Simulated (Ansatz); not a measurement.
HISn (SMILES [SnH][I]) moved off its minimum; all values from Ansatz (a program for electronic structure), cores frozen in correlated methods. Elements past Kr take the def2 small-core potentials, without spin–orbit coupling.
(charge 0, multiplicity 1)
```xyz
3

Sn     0.4275     1.0220     1.0082
H      0.8007     2.2699    -0.3385
I     -0.4285    -1.0245    -0.9200
```

Give the forces (eV/Å), the total energy and the dipole at CCSD(T)/def2-TZVPPD.


```json
[
 {"atom": "Sn1", "Fx": "-0.152", "Fy": "-0.204", "Fz": "-1.325"},
 {"atom": "H2", "Fx": "-0.173", "Fy": "-0.574", "Fz": "0.602"},
 {"atom": "I3", "Fx": "0.325", "Fy": "0.778", "Fz": "0.723"}
]
```
Energy -510.8907 hartree, dipole 3.42 D.
